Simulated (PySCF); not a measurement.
Isomers C5H7FO2Si:

A. SMILES O=C1CC([SiH2]F)=CCO1
B. `O=C1OCC=C1C[SiH2]F`
C. `O=C1OCCC=C1[SiH2]F`
D. `InChI=1S/C5H7FO2Si/c1-8-5-3-9(7)2-4(5)6/h2-3,7,9H,1H3/t9-/m0/s1`
E. `C1(=C)O[SiH2]C(F)=C[C@@H]1O`

Spectrum 1. ¹H NMR (300 MHz, computed): δ 6.85 (m, 1H), 5.51 (m, 1H), 5.09 (m, 1H), 4.82 (m, 1H), 4.77 (m, 1H), 4.65 (m, 1H), 0.95 (br s, 1H). ¹³C{¹H} NMR (computed): δ 185.3 (C), 161.5 (C), 131.9 (CH), 98.6 (CH2), 72.1 (CH).

Spectrum 2. ¹H NMR (300 MHz, computed): δ 6.74 (m, 1H), 5.31 (m, 2H), 4.97 (m, 2H), 3.21 (s, 2H). ¹³C{¹H} NMR (computed): δ 172.3 (C), 148.4 (C), 147.3 (CH), 68.8 (CH2), 39.4 (CH2).

Spectrum 3. ¹H NMR (300 MHz, computed): δ 7.53 (m, 1H), 5.34 (m, 2H), 4.49 (m, 2H), 2.35 (m, 2H). ¹³C{¹H} NMR (computed): δ 170.3 (C), 163.3 (CH), 137.7 (C), 67.8 (CH2), 29.3 (CH2).

Spectrum 4. ¹H NMR (300 MHz, computed): δ 7.14 (t, 1H), 5.23 (m, 2H), 4.96 (m, 2H), 2.11 (m, 2H). ¹³C{¹H} NMR (computed): δ 178.2 (C), 150.3 (CH), 138.3 (C), 73.4 (CH2), 19.7 (CH2).

Spectrum 5. ¹H NMR (300 MHz, computed): δ 5.07 (m, 1H), 4.96 (m, 1H), 4.00 (m, 1H), 3.79 (s, 3H), 1.20 (br s, 1H). ¹³C{¹H} NMR (computed): δ 177.2 (C), 173.3 (C), 103.8 (CH), 91.0 (CH), 56.8 (CH3).

[PySCF: PBE0/pcSseg-1 with gauge-including orbitals; structure optimised with GFN2-xTB; one averaged value for each set of equivalent atoms; a single conformation; no solvent; non-relativistic]

Scale: ¹H (σref 31.72), ¹³C (σref 186.93) against TMS (reference shieldings calculated alike). Splittings of carbon signals by F and P are missing where no couplings were computed. Where no couplings were computed, multiplicities follow the n + 1 count of equivalent neighbours, and m marks all less simple cases (inequivalent or close neighbours, rings, F or P nearby). Shifts are as computed. Against solution values, carbons near 30 ppm lie about +3 ppm off and those near 130 ppm about +5 ppm. Of 1211 compounds with measured shifts, 218 miss one by over three times the rms of a fit or turn the order of signals round; such compounds aren't used in these exercises. OH and NH positions are gas-phase values without hydrogen bonding to other molecules.

Match each spectrum to its structure.

Answers

1–E, 2–A, 3–C, 4–B, 5–D.

- Spectrum 1 (E): 5 ¹³C signals; δC 161.5 is an alkene carbon bearing oxygen; δC 131.9 is an alkene CH.
- Spectrum 2 (A): 5 ¹³C signals; δC 172.3 is an ester carbonyl carbon; δC 148.4 is a fully substituted alkene carbon.
- Spectrum 3 (C): 5 ¹³C signals; δC 170.3 is an ester carbonyl carbon; δC 163.3 is a β carbon of a C=C–C=O unit.
- Spectrum 4 (B): 5 ¹³C signals; δC 178.2 is an ester carbonyl carbon; δC 150.3 is a β carbon of a C=C–C=O unit.
- Spectrum 5 (D): 5 ¹³C signals; δC 173.3 is an alkene carbon bearing oxygen; δC 103.8 is an alkene CH.
